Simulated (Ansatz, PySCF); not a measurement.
Reaction (SMILES): CB(C)F → C[B]F + [CH3] (CH3) (the B-C bond at the site shown breaks; other sites are not compared here)
Each molecule is optimised on its own at B3LYP-D3(BJ)/def2-TZVP (Ansatz, a first-principles code). Frequencies are from Ansatz or PySCF.
Geometry of the first species:
SMILES: CB(C)F
```xyz
10

B      0.0036    -0.0313     0.0561
F      0.0900    -0.6867     1.2245
C      1.3332     0.5048    -0.5708
C     -1.4178     0.1381    -0.5755
H      1.1845     1.3985    -1.1798
H      1.7247    -0.2658    -1.2476
H      2.1079     0.6957     0.1737
H     -1.8163     1.1115    -0.2611
H     -2.1274    -0.6204    -0.2413
H     -1.3937     0.1593    -1.6669
```

Quantity: bond dissociation energy (enthalpy at 298 K, with B3LYP-D3(BJ) rigid-rotor harmonic-oscillator terms), in kcal/mol. Cores are frozen in the correlated levels unless marked. Open shells are spin-unrestricted. No spin-orbit coupling. No relativistic terms. Basis-set limits of correlation are two-point, X^-3; Hartree-Fock from the larger set. [CCSD(T)-MP2]/basis is that difference in the basis named.

```csv
level,program,bond dissociation energy (kcal/mol)
PBE0-D3(BJ)/def2-TZVPD,Ansatz + dftd3,103.1
PBE0/def2-TZVP,Ansatz,102.2
HSE06-D4/def2-TZVPD,Ansatz + dftd4,[?]
SCS-MP2/6-31G*,Ansatz,105.1
"RI-MP2/CBS(cc-pVTZ,cc-pVQZ)+[CCSD(T)-MP2]/cc-pVTZ",Ansatz,106.2
```

Task: Some entries are withheld; supply them.

Result: 
- HSE06-D4/def2-TZVPD, bond dissociation energy (kcal/mol): 103.2
